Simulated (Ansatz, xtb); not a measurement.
**F3H2SbSn: where a starting geometry ends**

The starting geometry of this gas-phase singlet has its atoms placed at random.

```xyz
7

F    -0.2695    0.1802    1.0921
F    -0.3368    1.3807    0.2703
F     0.4086    1.7871   -1.2520
Sb   -1.9734    0.0490    1.0731
Sn    0.0445   -0.1475   -0.5491
H    -1.6669   -0.9714    0.0195
H    -0.6258    1.8974   -0.4540
```

Question: Guess where an optimisation with r2SCAN-D4/def2-SVP ends from this start.

Answer: It ends as a structure with F1 bridging Sn5 and Sb4, given below by its coordinates. Distances that change by over a tenth: F1–Sb4 (1.71 → 2.09 Å), F1–Sn5 (1.70 → 2.28 Å), F2–Sb4 (2.26 → 3.45 Å), F2–Sn5 (1.78 → 2.06 Å), F3–Sn5 (2.09 → 2.52 Å), Sb4–Sn5 (2.60 → 2.88 Å), Sb4–H6 (1.50 → 1.73 Å). Contacts that open: F2–H7 (0.94 → 1.46 Å), Sn5–H6 (1.98 → 3.41 Å). Contacts that close: F3–H7 (1.31 → 0.98 Å).

The energy falls by 18.48 eV over 23 steps:

```json
{"step": "1", "E − E(last) (eV)": "18.484"}
{"step": "3", "E − E(last) (eV)": "2.931"}
{"step": "6", "E − E(last) (eV)": "0.566"}
{"step": "8", "E − E(last) (eV)": "0.175"}
{"step": "11", "E − E(last) (eV)": "0.139"}
{"step": "13", "E − E(last) (eV)": "0.126"}
{"step": "16", "E − E(last) (eV)": "0.037"}
{"step": "18", "E − E(last) (eV)": "0.003"}
{"step": "21", "E − E(last) (eV)": "0.000"}
{"step": "23", "E − E(last) (eV)": "0.000"}
```

Final geometry (Å):

```csv
atom,x (Å),y (Å),z (Å)
F,-0.4430,-0.4613,1.7327
F,0.1726,2.1053,0.4868
F,-0.0480,2.1502,-1.8385
Sb,-2.2758,-0.3200,0.7319
Sn,0.3656,0.2044,-0.2943
H,-2.1751,-1.9881,0.2968
H,-0.0156,2.4850,-0.9154
```

From the same start GFN2-xTB ends elsewhere, in pieces: F2HSbSn + FH.

From so rough a start the end depends on the optimiser's path, so another program may land elsewhere. The end wasn't checked by frequencies. Atoms past krypton carry core potentials, without spin–orbit terms. Run with Ansatz 0.2.0, 48 s on 2 threads of Intel(R) Xeon(R) Platinum 8488C (Sapphire Rapids), on a shared host.
